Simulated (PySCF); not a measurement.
Tl(I) anion (ITl), SMILES [Tl][I] (connectivity only; charge and spin as stated), charge -1, multiplicity 2.

Geometry: PBE0-D3(BJ)/def2-TZVPD. The spin state was assumed, not searched. The def2 effective core potentials stand for the cores of I, Tl; spin–orbit coupling is left out.

Two levels are set side by side: PBE/def2-TZVPD (PySCF) and ωB97X/def2-TZVPD (PySCF). Same geometry, gas phase. Differences are taken from unrounded values.

```csv
quantity,ωB97X,PBE,PBE minus ωB97X
α-spin orbital gap (eV),4.57,0.18,-4.39
β-spin orbital gap (eV),8.23,3.26,-4.96
```

Rough cost on one machine, each run with all the roots and properties that it gave: ωB97X against PBE within a factor of 2.
